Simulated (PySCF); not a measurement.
# Bond length, frequency and bond energy of BrF⁺ by level of theory

State: ²Π (doublet), unpaired electrons π ↑. Set-up: PySCF, no relativity, basis sets Br 6-31G(d,p), F 6-31G(d,p). De refers to Br⁺ + F in their high-spin ground configurations, without counterpoise correction. The functionals are run spin-unrestricted. A positive dipole points towards F; it is taken about the centre of mass and depends on that origin. Levels whose curve was spin-contaminated or gave no clean fit are not listed.

```
      Level  Re (Å)  ωe (cm⁻¹)  De (eV)  μ (D)  CPU s a point (SCF and correlation, without the integrals)
UHF-CCSD(T)   1.722        749     2.11    n/a                                                         2.5
        PBE   1.729        745     3.45  -1.19                                                        0.34
     PBEsol   1.716        767     3.81  -1.16                                                        0.26
       BLYP   1.744        719     3.34  -1.21                                                        0.34
     r²SCAN   1.712        777     2.90  -1.33                                                        0.44
       PBE0   1.697        808     2.70  -1.46                                                        0.61
  BHandHLYP   1.684        830     1.98  -1.72                                                         0.3
      ωB97X   1.693        823     2.74  -1.56                                                         1.1
```

The bond length runs from 1.684 Å (BHandHLYP) to 1.744 Å (BLYP). De spans 1.98 eV (BHandHLYP, global hybrid GGA) to 3.81 eV (PBEsol, GGA).

Correlated steps freeze 10 core orbitals. Correlated levels converge slowly with the basis: in double zeta they bind strong bonds too weakly, by up to about 1 eV, and carry superposition errors of some tenths. Spin–orbit coupling is left out. For an ion De counts to the pair picked by the measured ionisation energies or electron affinities, which need not be the lowest pair at this level. The state was picked by a PBE0 search and need not be the measured ground state.

The whole job (state search and all levels along the bond) took about 1.2 min on 1 thread of Intel Xeon 6975P-C (shared host), peak memory 0.52 GiB.
